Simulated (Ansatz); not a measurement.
This geometry of CH3ClZn + H (7 atoms, charge 0, multiplicity 2) is a first-order saddle point.

Method: Ansatz 0.2.0, UKS PBE0/def2-SVP.

```xyz
7
Properties=species:S:1:pos:R:3
Zn 0.009 0.008 0.052
Cl 0.003 0.003 2.436
C 0.000 0.000 -1.922
H 0.274 -0.998 -2.299
H -1.003 0.256 -2.297
H 0.722 0.735 -2.310
H -0.006 -0.005 3.958
```

(1) Which two structures does it join? (They come from a converged band through this point; their orientation in space is the band's.)

(2) How far does it lie above each of them?

Answers

(1) Bonds broken: Zn1–Cl2. Bonds formed: Cl2–H7. CH3ClZn + H becomes CH3Zn + ClH.

Initial state:

```xyz
7
Properties=species:S:1:pos:R:3
Zn 0.000 -0.001 -0.163
Cl 0.001 -0.002 1.955
C 0.000 0.000 -2.094
H 0.275 -0.991 -2.485
H -0.997 0.258 -2.484
H 0.721 0.735 -2.484
H -0.001 0.002 5.374
```

Final state:

```xyz
7
Properties=species:S:1:pos:R:3
Zn 0.000 0.000 -0.246
Cl -0.004 -0.005 3.359
C 0.000 0.000 -2.263
H 0.278 -1.001 -2.627
H -1.006 0.261 -2.627
H 0.728 0.742 -2.627
H 0.002 0.003 4.649
```

(2) 13.4 kcal/mol above the first and 7.3 kcal/mol above the second. This is the barrier of this one path; another mechanism may lie lower.

The run took 110 s on 2 threads of Arm Neoverse V2, with other jobs on the host, peak memory 0.24 GiB.
